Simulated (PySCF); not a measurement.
iminoborane (BH2N), SMILES B=N.

Geometry optimised at PBE0-D3(BJ)/def2-TZVPD.

Computed with PySCF with TDA-LC-ωPBE/def2-TZVPD.

Vertical excitations; the highest root listed may be one member of a degenerate set. Isolated molecule, no solvent. State labels are in the subgroup C2v.

Problem. Give excitation energies, oscillator strengths and character. (The exact figures need the calculation; the answer reports its results.)

Solution. 
```tsv
state	symmetry	energy (eV)	λ (nm)	f	main pairs
S1	A2	7.21	172	0.000	HOMO−1→LUMO+3 43 %, HOMO→LUMO+2 43 %
S2	A2	7.42	167	0.000	HOMO→LUMO+2, HOMO−1→LUMO+3 (degenerate set)
S3	A1	7.42	167	0.000	HOMO→LUMO+3, HOMO−1→LUMO+2 (degenerate set)
S4	B1	8.29	150	0.097	HOMO−1→LUMO, HOMO−1→LUMO+1 (degenerate set)
S5	B2	8.29	150	0.097	HOMO→LUMO, HOMO→LUMO+1 (degenerate set)
S6	B1	9.48	131	0.006	HOMO−1→LUMO+1, HOMO−1→LUMO, HOMO−1→LUMO+4 (degenerate set)
S7	B2	9.48	131	0.006	HOMO→LUMO+1, HOMO→LUMO, HOMO→LUMO+4 (degenerate set)
S8	B1	10.10	123	0.020	HOMO−1→LUMO+4 (degenerate set)
S9	B2	10.10	123	0.020	HOMO→LUMO+4 (degenerate set)
S10	A1	10.36	120	0.640	HOMO→LUMO+3 42 %, HOMO−1→LUMO+2 42 %
T1	A1	6.02	206	0	HOMO→LUMO+3 40 %, HOMO−1→LUMO+2 40 %, HOMO→LUMO+11 8 %, HOMO−1→LUMO+10 8 %
T2	A2	6.51	190	0	HOMO−1→LUMO+3, HOMO→LUMO+2, HOMO−1→LUMO+11, HOMO→LUMO+10 (degenerate set)
T3	A1	6.51	190	0	HOMO−1→LUMO+2, HOMO→LUMO+3, HOMO−1→LUMO+10, HOMO→LUMO+11 (degenerate set)
T4	A2	7.21	172	0	HOMO→LUMO+2 43 %, HOMO−1→LUMO+3 43 %
```
Triplets are in the Tamm–Dancoff approximation.
